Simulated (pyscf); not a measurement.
Structures and frequencies: ωB97X-D3(BJ)/def2-SVP in PySCF. MP2 and CC: frozen core, UHF for open shells. ΔMP2 is the change of the MP2 total energy from the triple- to the quadruple-zeta basis. Singlets are restricted, triplets unrestricted.

Singlet (Å):
```xyz
7

Si    -0.5999     2.4705     0.2847
P      0.6950     0.8590    -0.4136
P     -0.2795    -0.9001    -1.2874
H     -1.4736     2.3059    -0.9551
H      1.3435     0.3088     0.7157
H     -0.0007    -0.5858    -2.6466
H     -1.6022    -0.3814    -1.3347
```

Triplet (Å):
```xyz
7

Si     1.0334    -1.3668    -0.9108
P     -1.1886    -1.4288    -0.7870
P     -1.7058     0.1912    -2.2247
H      1.7244    -1.1764     0.4059
H     -1.4108    -2.5033    -1.6937
H     -3.0831     0.2473    -1.8535
H     -1.3349     1.2239    -1.3177
```

### Question
For these two minima of `[SiH][PH][PH2]`, which spin state lies lower at CCSD(T)/def2-TZVPP + ΔMP2(QZVPP), and by how much (electronic energies)?

### Answer
The singlet, by 25.2 kcal/mol. Zero-point energy shifts E(triplet) − E(singlet) by -0.2 kcal/mol. :HSi–PH–PH₂ [singlet] lies 31.1 kcal/mol over its isomer cyclic H₄P₂Si (SMILES [SiH2]1PP1), and others may lie lower still (electronic energy, ωB97M-D3(BJ)). 

E(triplet) − E(singlet) by level (kcal/mol):

```tsv
level	gap
ωB97X-D3(BJ)/def2-TZVP	+25.3
PBE/def2-TZVP	+21.7
r²SCAN/def2-TZVP	+18.0
B3LYP-D3(BJ)/def2-TZVP	+24.2
PBE0-D3(BJ)/def2-TZVP	+20.5
M06-2X/def2-TZVP	+23.7
ωB97M-D3(BJ)/def2-TZVP	+28.3
HF/def2-TZVP	+8.7
MP2/def2-QZVPP	+24.1
CCSD/def2-TZVPP	+23.2
CCSD(T)/def2-TZVPP	+24.3
CCSD(T)/def2-TZVPP + ΔMP2(QZVPP)	+25.2
```

The triplet is the lowest one reached from the SCF start used. The CCSD(T) − MP2 part came from Ansatz, without density fitting, on the same reference.
